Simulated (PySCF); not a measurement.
**Run times: osmium in even-tempered 18s14p8d4f4g**

Measured wall times of calculations with PySCF 2.14 in an even-tempered Gaussian basis (18 s from 5 bohr⁻², ratio 2.5; 14 p from 6.4 bohr⁻², ratio 2.5; 8 d from 11 bohr⁻², ratio 2.5; 4 f from 32 bohr⁻², ratio 2.7; 4 g from 48 bohr⁻², ratio 2.7), with the spin-free X2C one-electron Hamiltonian (Gaussian nucleus), run from one Python driver. Hardware: 2 threads of Neoverse-V1 on a shared host, 2.6 GiB allowed. The two-electron integrals over 164 functions were computed once and kept in memory (1.6 CPU seconds with the set-up); the times below exclude them. Kohn-Sham runs start from converged Hartree-Fock orbitals.

Launch command (the driver calls PySCF for each step listed in the task file):

```bash
OMP_NUM_THREADS=2 python atomrun2.py TASK.json OUT
```

```json
{"species": "Os⁴³⁺ [Ar] 3d10 4s2 4p3", "step": "UHF with spin-orbit constants", "iterations": "1", "wall time (s)": "12"}
{"species": "Os⁴³⁺ [Ar] 3d10 4s2 4p3", "step": "LDA", "iterations": "5", "wall time (s)": "1.1"}
{"species": "Os⁴³⁺ [Ar] 3d10 4s2 4p3", "step": "PBE", "iterations": "4", "wall time (s)": "1.2"}
{"species": "Os⁴³⁺ [Ar] 3d10 4s2 4p3", "step": "PBE0", "iterations": "4", "wall time (s)": "3.4"}
{"species": "Os⁴³⁺ [Ar] 3d10 4s2 4p3", "step": "r2SCAN", "iterations": "5", "wall time (s)": "3.6"}
{"species": "Os⁴³⁺ [Ar] 3d10 4s2 4p3", "step": "PBEsol", "iterations": "4", "wall time (s)": "1.2"}
{"species": "Os⁴³⁺ [Ar] 3d10 4s2 4p3", "step": "MP2 (23 electrons)", "iterations": "", "wall time (s)": "4.1"}
{"species": "Os⁴⁴⁺ [Ar] 3d10 4s2 4p2", "step": "UHF with spin-orbit constants", "iterations": "4", "wall time (s)": "12"}
{"species": "Os⁴⁴⁺ [Ar] 3d10 4s2 4p2", "step": "LDA", "iterations": "5", "wall time (s)": "1.1"}
{"species": "Os⁴⁴⁺ [Ar] 3d10 4s2 4p2", "step": "PBE", "iterations": "5", "wall time (s)": "1.4"}
{"species": "Os⁴⁴⁺ [Ar] 3d10 4s2 4p2", "step": "PBE0", "iterations": "4", "wall time (s)": "3.4"}
{"species": "Os⁴⁴⁺ [Ar] 3d10 4s2 4p2", "step": "r2SCAN", "iterations": "5", "wall time (s)": "3.6"}
{"species": "Os⁴⁴⁺ [Ar] 3d10 4s2 4p2", "step": "M06-2X", "iterations": "5", "wall time (s)": "6.2"}
{"species": "Os⁴⁴⁺ [Ar] 3d10 4s2 4p2", "step": "PBEsol", "iterations": "5", "wall time (s)": "1.4"}
{"species": "Os⁴⁴⁺ [Ar] 3d10 4s2 4p2", "step": "MP2 (22 electrons)", "iterations": "", "wall time (s)": "3.9"}
```

Problem. Roughly how long does M06-2X take for Os⁴³⁺ [Ar] 3d10 4s2 4p3 here?

Solution. About 6.2 s.

Peak memory of the process: 1.1 GiB. Times on a shared host vary from run to run.
